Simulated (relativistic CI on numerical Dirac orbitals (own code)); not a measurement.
**Hyperfine structure of Ir XIV, mass number 193**

Calculated at this level of theory: Dirac-Coulomb-Breit CI, orbitals from a KLI potential per configuration, model QED (radiative potential, 1s self-energy scaled to tabulated hydrogen-like ionisation energies), unscaled Slater integrals (own radial code, finite nucleus).

Configuration list (outside the closed core [Kr] 4d10): 4f¹⁴5s²5p², 4f¹⁴5s5p³, 4f¹³5s²5p³, 4f¹⁴5s²5p5d, 4f¹⁴5s5p²5d, 4f¹⁴5s²5p5f, 4f¹³5s²5p²5d, 4f¹⁴5s²5p5g, 4f¹⁴5s²5p6s, 4f¹⁴5s5p²5f, 4f¹⁴5p⁴, 4f¹³5p⁵, 4f¹³5p⁴5d, 4f¹⁴5s²5d², 4f¹⁴5s5d³, 4f¹³5s²5d³. Double excitations out of closed p, d and f shells are left out; levels of such configurations are missing from the list, as are those of other unlisted configurations, and high levels can miss mixing partners. Some configurations lack a partner that the ground configuration has and come out too high, among them 4f¹⁴5s5p²5f.

Nuclear spin I = 3/2, μ = 0.163 μN, Q = 0.751 b (tables of Stone and Pyykkö). The electronic factors are computed for point nuclear moments, without core polarisation or the Bohr-Weisskopf and QED corrections.

```csv
Level,E (cm⁻¹),A (MHz),B (MHz)
4f¹⁴5s²5p² ³P1,123416,-1256,7790
4f¹⁴5s²5p² ¹D2,137618,3465,11000
4f¹⁴5s²5p² ³P2,272494,1167,4420
4f¹³5s²5p³ ³D1,307202,-113.5,1500
4f¹³5s²5p³ ³F2,323226,396,-8920
4f¹⁴5s5p³ ⁵S°2,409537,9644,9490
```

Levels with J = 0, under 50 % of one LS term, or S terms without an open s electron are left out. Small factors come from cancelling terms and can be off by tens of per cent or more.

At this charge transitions that keep the count of f electrons are usually good to a few per cent. Levels and lines within the n = 5 or 6 shells can be off by up to 10 % or somewhat more, and those that change n by about 2 %, since core polarisation is missing. Levels that differ in their count of f electrons can be misplaced by several ten thousand cm⁻¹, since the correlation energy of f electrons is missing or only estimated; rates across such gaps can be off by orders of magnitude.

Q: Give the hyperfine levels of 4f¹⁴5s²5p² ³P1 relative to its centre of gravity.

A: With K = F(F + 1) − I(I + 1) − J(J + 1), E = AK/2 + B[¾K(K + 1) − I(I + 1)J(J + 1)]/[2I(2I − 1)J(2J − 1)]: F = 1/2: 12880, F = 3/2: -6534, F = 5/2: 63.37 MHz.

LS names give the leading component of a level, which can be under half, so a name can repeat, a term be missing and a line seem to break the LS rules.
